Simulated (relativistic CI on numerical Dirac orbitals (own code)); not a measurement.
Computed by Dirac-Coulomb-Breit CI, KLI orbitals optimised for each configuration, QED by a radiative potential, unscaled Slater integrals (own radial code, finite nucleus).

The strongest absorption lines from the ground level of an ion, among the configurations computed and to levels below about 149 eV (vacuum wavelength in nm, gf): 8.3761 (0.015), 8.5559 (0.11), 20.872 (0.29), 21.362 (0.78), 24.171 (0.018), 25.416 (0.2), 32.795 (0.054), 37.825 (0.065).

Which ion is it?
A. Mn¹¹⁺
B. Sc⁷⁺
C. V⁹⁺
D. Mn⁹⁺

A. Mn¹¹⁺ has 14 electrons and the ground level 3s²3p² ³P0; the strongest line goes to 3s²3p3d ³P°1. The pattern of lines fixes the number of electrons, and along that sequence the line energies rise steadily with the charge (about as its square where n changes within one kind of shell, about linearly where n is kept but much faster in heavy ions where fine structure, which grows about as Z⁴, sets the gap, and irregularly where shells cross), which fixes Z. Configurations outside the model, such as inner-shell arrays, can give stronger lines. At this charge energies of transitions that change n are usually good to better than 1 %, and those within a shell (Δn = 0) to a few per cent.

LS names give the leading component of a level, which can be under half, so a name can repeat, a term be missing and a line seem to break the LS rules.
